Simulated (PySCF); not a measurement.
A structure optimised at PBE-D3(BJ)/def2-SVP, used in a PySCF frequency run:

```xyz
16

C     -2.2706    -0.0987    -2.6182
C     -1.6053    -0.5076    -1.2980
Si    -0.3437     0.7490    -0.6219
Si     0.6910    -0.1239     1.2940
N      1.5021    -1.5715     0.7980
F      1.6911     1.0282     1.9374
H     -2.8280     0.8554    -2.5164
H     -2.9915    -0.8664    -2.9694
H     -1.5220     0.0454    -3.4244
H     -2.3689    -0.6746    -0.5068
H     -1.0679    -1.4755    -1.4013
H      0.7280     0.9982    -1.6588
H     -1.0080     2.0724    -0.3365
H     -0.2399    -0.5214     2.4053
H      2.1193    -1.5547    -0.0178
H      1.8367    -2.2464     1.4908
```
Charge 0, spin multiplicity 1.

Q: Write its SMILES and formula.

A: CC[SiH2][Si@@H](N)F, C2H10FNSi2

Q: What are its rotational constants (standard atomic weights)?

A: 4.4325, 0.99138, 0.87135 GHz
